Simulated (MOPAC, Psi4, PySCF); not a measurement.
Relaxed torsion scan: SMILES C=C[SiH2][SiH2]O (C₂H₈OSi₂). Scanned: dihedral C1–C2–Si3–Si4; all other coordinates were relaxed at GFN2-xTB. Points at φ and −φ are mirror images. Heavy atoms are numbered in the order of the SMILES C=C[SiH2][SiH2]O, hydrogens after them in the order of the atoms that carry them; the mirror image has the same energies with the sign of each dihedral reversed.

Levels: RKS-B3LYP/6-31G* = PySCF 2.14.0 with restricted B3LYP/6-31G*, spherical d, density fitting // GFN2-xTB; PM3, restricted, heats of formation // GFN2-xTB (MOPAC); PM7, restricted, heats of formation // GFN2-xTB (MOPAC); MP2/cc-pVTZ = Psi4 1.11 with DF-MP2 (frozen core)/cc-pVTZ // GFN2-xTB.

Energies relative to the lowest point of each profile, in kcal/mol; the last columns give the difference from MP2:

| φ / ° | RKS-B3LYP/6-31G* | PM3 | PM7 | MP2/cc-pVTZ | RKS-B3LYP/6-31G* − MP2/cc-pVTZ | PM3 − MP2/cc-pVTZ | PM7 − MP2/cc-pVTZ |
|---|---|---|---|---|---|---|---|
| -165 | 2.0 | 1.0 | 1.7 | 1.8 | 0.1 | -0.9 | -0.2 |
| -150 | 1.2 | 0.7 | 1.2 | 1.1 | 0.1 | -0.5 | 0.0 |
| -135 | 0.5 | 0.3 | 0.6 | 0.4 | 0.0 | -0.1 | 0.2 |
| -120 | 0.0 | 0.1 | 0.2 | 0.0 | 0.0 | 0.1 | 0.2 |
| -105 | 0.0 | 0.0 | 0.0 | 0.0 | 0.0 | 0.0 | 0.0 |
| -90 | 0.3 | 0.1 | 0.0 | 0.3 | 0.0 | -0.2 | -0.3 |
| -75 | 0.7 | 0.3 | 0.2 | 0.7 | 0.0 | -0.4 | -0.5 |
| -60 | 1.0 | 0.5 | 0.6 | 0.9 | 0.1 | -0.4 | -0.3 |
| -45 | 1.1 | 0.8 | 1.2 | 0.9 | 0.2 | -0.2 | 0.3 |
| -30 | 1.0 | 0.9 | 1.8 | 0.7 | 0.3 | 0.1 | 1.1 |
| -15 | 1.0 | 0.9 | 2.2 | 0.5 | 0.5 | 0.4 | 1.7 |
| 0 | 0.9 | 0.9 | 2.3 | 0.4 | 0.5 | 0.4 | 1.9 |
| 15 | 1.0 | 0.9 | 2.2 | 0.5 | 0.5 | 0.4 | 1.7 |
| 30 | 1.0 | 0.9 | 1.8 | 0.7 | 0.3 | 0.1 | 1.1 |
| 45 | 1.1 | 0.8 | 1.2 | 0.9 | 0.2 | -0.2 | 0.3 |
| 60 | 1.0 | 0.5 | 0.6 | 0.9 | 0.1 | -0.4 | -0.3 |
| 75 | 0.7 | 0.3 | 0.2 | 0.7 | 0.0 | -0.4 | -0.5 |
| 90 | 0.3 | 0.1 | 0.0 | 0.3 | 0.0 | -0.2 | -0.3 |
| 105 | 0.0 | 0.0 | 0.0 | 0.0 | 0.0 | 0.0 | 0.0 |
| 120 | 0.0 | 0.1 | 0.2 | 0.0 | 0.0 | 0.1 | 0.2 |
| 135 | 0.5 | 0.3 | 0.6 | 0.4 | 0.0 | -0.1 | 0.2 |
| 150 | 1.2 | 0.7 | 1.2 | 1.1 | 0.1 | -0.5 | 0.0 |
| 165 | 2.0 | 1.0 | 1.7 | 1.8 | 0.1 | -0.9 | -0.2 |
| 180 | 2.3 | 1.1 | 1.9 | 2.2 | 0.1 | -1.0 | -0.3 |

RKS-B3LYP/6-31G* is furthest from MP2/cc-pVTZ at 0 (0.5 kcal/mol, above); its mean absolute difference over the points is 0.1 kcal/mol.

PM3 is furthest from MP2/cc-pVTZ at 180 (-1.0 kcal/mol, below); its mean absolute difference over the points is 0.3 kcal/mol.

PM7 is furthest from MP2/cc-pVTZ at 0 (1.9 kcal/mol, above); its mean absolute difference over the points is 0.5 kcal/mol.
